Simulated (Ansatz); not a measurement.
Two isomers of CH8OSSi2: A = `O[SiH2]SC[SiH3]`, B = `O[SiH2]C[SiH2]S`.

Isolated molecules relaxed with PBE0-D4/def2-TZVP in Ansatz; ΔE leaves out vibrations. CBS: MP2 limit from def2 TZ/QZ plus the TZ coupled-cluster correction, frozen cores. DFT in def2-TZVPP. B3LYP here is the variant with VWN-RPA as its local correlation; programs differ in this. One conformer a species, not always the lowest.

Problem. Which is lower in electronic energy at CCSD(T)/CBS, and by how much? (Estimate.)

Solution. Computed: B, by 64.3 kJ/mol.

Problem. Give E(B) − E(A) in kJ/mol with B2PLYP, r2SCAN-D4, MP2/def2-TZVPP, CCSD(T)/def2-TZVPP, B3LYP, HF/def2-TZVPP, PBE0-D4. (An estimate is asked.)

Solution. Computed: B2PLYP -65.2, r2SCAN-D4 -65.7, MP2/def2-TZVPP -66.2, CCSD(T)/def2-TZVPP -65.9, B3LYP -65.2, HF/def2-TZVPP -69.5, PBE0-D4 -63.3. None reverses the order clearly.

Largest T1 diagnostic: 0.012.

From PBE to PBE0 (25 % exact exchange), in def2-TZVPP and without D4, E(B) − E(A) moves by −3.6 kJ/mol. The D4 term adds +5.0 kJ/mol with B3LYP and +2.5 kJ/mol with PBE0; it sums over pairs of atoms, weighted by their polarisabilities, and B3LYP, whose exchange is more repulsive, gets the larger term.
